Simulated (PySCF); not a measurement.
# C7H12O2: calculation and literature

Geometry:
```
atom   x (Å)   y (Å)   z (Å)
  C1   3.187  -0.589   0.207
  C2   1.872   0.134   0.269
  O3   1.745   1.330   0.313
  O4   0.843  -0.724   0.301
  C5  -0.462  -0.163   0.404
  C6  -1.038   0.313  -0.923
  C7  -2.524   0.428  -0.598
  C8  -2.818  -0.763   0.342
  C9  -1.447  -1.227   0.873
 H10   3.895  -0.002  -0.390
 H11   3.593  -0.669   1.228
 H12   3.072  -1.600  -0.201
 H13  -0.419   0.688   1.103
 H14  -0.579   1.246  -1.276
 H15  -0.859  -0.470  -1.680
 H16  -3.162   0.436  -1.494
 H17  -2.708   1.378  -0.071
 H18  -3.319  -1.580  -0.199
 H19  -3.498  -0.470   1.155
 H20  -1.148  -2.183   0.416
 H21  -1.422  -1.370   1.963
```

What is known from experiment: δ $^{13}$C C5 77.7; C6/C9 33.8; C7/C8 24.9 ppm (measured; solution, not stated per compound (mostly CDCl3 or CCl4); Pretsch, Buehlmann, Badertscher, Structure Determination of Organic Compounds, 4th ed. (2009)).

[PySCF: B3LYP/pcSseg-1 with gauge-including orbitals; structure optimised with PBE0-D3(BJ)/def2-SVP; one conformer; non-relativistic; in vacuum; one averaged value for each set of equivalent atoms]

Problem. What does the calculation give, and how does it compare?

Solution. 
Reference values: measured (solution, not stated per compound (mostly CDCl3 or CCl4); Pretsch, Buehlmann, Badertscher, Structure Determination of Organic Compounds, 4th ed. (2009)).
```tsv
atoms	quantity	reference	computed	computed, scaled
C5	δ $^{13}$C	77.7	78.0	74.5
C6/C9	δ $^{13}$C	33.8	33.3	31.5
C7/C8	δ $^{13}$C	24.9	24.1	22.6
```

Computed shifts are σ(ref) − σ with the named reference compound (TMS for H and C) calculated as an isolated molecule at the same level. The measured values may be among those fitted. Shieldings were converted by linear fits to measured shifts (mostly CDCl3, TMS scale, for H and C): $^{13}$C: δ = 171.84 − 0.962σ (rms 1.1 ppm, 42 shifts, 1.5 ppm with the 1 outlier that the fit left out). Occasional misses reach two or three times the rms, and more in compound classes unlike the fitted ones.

Problem. How far are the unscaled $^{13}$C shifts from the references?

Solution. Mean signed difference -0.33 ppm, mean absolute 0.53 ppm over 3 comparisons; the largest is -0.8 ppm at C7/C8 (sp3 CH2 in a ring).
